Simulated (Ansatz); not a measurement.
C$_{3}$H$_{8}$B$_{2}$S (`BS/C=C/BC`) at its PBE0-D4/def2-TZVP geometry, where that method's forces vanish. Charge 0, multiplicity 1.

```xyz
14

B     3.0480    1.1705   -0.7885
S     1.4465    1.5880   -1.3957
C     0.3601    0.5502   -0.5009
C    -0.9689    0.5568   -0.6695
B    -1.9028   -0.3717    0.1352
C    -1.4310   -1.3980    1.2109
H     3.1755    0.3356    0.0528
H     3.9633    1.7643   -1.2648
H     0.8484   -0.1089    0.2108
H    -1.3781    1.2484   -1.4040
H    -3.0824   -0.2980   -0.0835
H    -1.9341   -1.1801    2.1611
H    -0.3577   -1.4584    1.4004
H    -1.7866   -2.3986    0.9357
```

(1) What forces (eV/Å) does PBE-D4/def2-TZVPP give on these atoms in Ansatz? (An estimate is asked.)

Answers

(1) Ansatz gave: 
```
B1   0.087 -0.001  0.013
S2   0.025  0.169 -0.164
C3   0.335  0.019  0.022
C4  -0.485 -0.094  0.033
B5  -0.013  0.000 -0.002
C6   0.004  0.116 -0.115
H7   0.010 -0.092  0.092
H8   0.098  0.069 -0.057
H9   0.132 -0.143  0.158
H10 -0.101  0.147 -0.157
H11 -0.130  0.012 -0.028
H12 -0.104  0.021  0.189
H13  0.220 -0.022  0.048
H14 -0.078 -0.200 -0.033
```
